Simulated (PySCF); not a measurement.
C$_{2}$H$_{6}$N, doublet, geometry from GFN2-xTB. Base run: PySCF with DF-TPSS/def2-TZVP.

The PySCF input:
```python
from pyscf import gto, scf, dft

mol = gto.M(
    atom='''
C    -1.19313295    0.22923342   -0.14377722
C     0.17798836   -0.43028425   -0.21453957
N     1.14617846    0.31410065    0.45646090
H    -1.93180819   -0.36761044   -0.67294346
H    -1.14924284    1.21969932   -0.58787706
H    -1.49733299    0.33708216    0.89352925
H     0.12084398   -1.46133405    0.19198873
H     0.46550918   -0.58740119   -1.27484163
H     2.05964920   -0.13283533    0.40481861
''',
    basis='def2-tzvp',
    spin=1,
    verbose=4,
)

mf = dft.UKS(mol)
mf.xc = 'tpss'
mf = mf.density_fit(auxbasis='def2-universal-jkfit')
mf.kernel()
```

Each row names what was changed in the base input (with any setting that the change needs).

```json
[
 {"change": "base", "basis functions": "129", "E (Eh)": "-134.58079", "HOMO (eV)": "-6.09", "dipole (D)": "1.81", "core-seconds (rough)": "30"},
 {"change": "basis = STO-3G", "basis functions": "21", "E (Eh)": "-132.86710", "HOMO (eV)": "-2.97", "dipole (D)": "1.67", "core-seconds (rough)": "9"},
 {"change": "basis = 3-21G", "basis functions": "39", "E (Eh)": "-133.78200", "HOMO (eV)": "-5.13", "dipole (D)": "1.87", "core-seconds (rough)": "10"},
 {"change": "basis = LANL2DZ", "basis functions": "39", "E (Eh)": "-134.50550", "HOMO (eV)": "-5.49", "dipole (D)": "2.22", "core-seconds (rough)": "20"},
 {"change": "basis = 6-31G*", "basis functions": "54", "E (Eh)": "-134.52264", "HOMO (eV)": "-5.72", "dipole (D)": "1.78", "core-seconds (rough)": "20"},
 {"change": "basis = pcseg-1", "basis functions": "72", "E (Eh)": "[?]", "HOMO (eV)": "[?]", "dipole (D)": "[?]", "core-seconds (rough)": "20"},
 {"change": "basis = def2-SVP", "basis functions": "72", "E (Eh)": "[?]", "HOMO (eV)": "[?]", "dipole (D)": "[?]", "core-seconds (rough)": "20"},
 {"change": "basis = 6-311G**", "basis functions": "[?]", "E (Eh)": "[?]", "HOMO (eV)": "[?]", "dipole (D)": "[?]", "core-seconds (rough)": "20"},
 {"change": "basis = def2-SVPD", "basis functions": "108", "E (Eh)": "-134.44068", "HOMO (eV)": "-6.10", "dipole (D)": "1.82", "core-seconds (rough)": "30"},
 {"change": "basis = 6-311+G(2d,p)", "basis functions": "[?]", "E (Eh)": "[?]", "HOMO (eV)": "[?]", "dipole (D)": "[?]", "core-seconds (rough)": "30"},
 {"change": "basis = aug-cc-pVDZ", "basis functions": "123", "E (Eh)": "-134.54722", "HOMO (eV)": "-6.14", "dipole (D)": "1.82", "core-seconds (rough)": "40"},
 {"change": "basis = cc-pVTZ", "basis functions": "174", "E (Eh)": "-134.57828", "HOMO (eV)": "-6.03", "dipole (D)": "1.74", "core-seconds (rough)": "60"},
 {"change": "basis = pcseg-2", "basis functions": "174", "E (Eh)": "-134.58102", "HOMO (eV)": "-6.14", "dipole (D)": "1.85", "core-seconds (rough)": "40"}
]
```

Problem. Complete the blanks.

Solution. 
- basis = pcseg-1, E (Eh): -134.50211
- basis = pcseg-1, HOMO (eV): -5.97
- basis = pcseg-1, dipole (D): 1.86
- basis = def2-SVP, E (Eh): -134.42854
- basis = def2-SVP, HOMO (eV): -5.76
- basis = def2-SVP, dipole (D): 1.73
- basis = 6-311G**, basis functions: 90
- basis = 6-311G**, E (Eh): -134.56456
- basis = 6-311G**, HOMO (eV): -5.91
- basis = 6-311G**, dipole (D): 1.79
- basis = 6-311+G(2d,p), basis functions: 117
- basis = 6-311+G(2d,p), E (Eh): -134.57207
- basis = 6-311+G(2d,p), HOMO (eV): -6.16
- basis = 6-311+G(2d,p), dipole (D): 1.90

Totals compare only among sets that treat the same electrons; sets with core potentials leave the core out.

Open shells are given as the SCF converged; they aren't shown to be the lowest states, and a large step between rows can be another state.
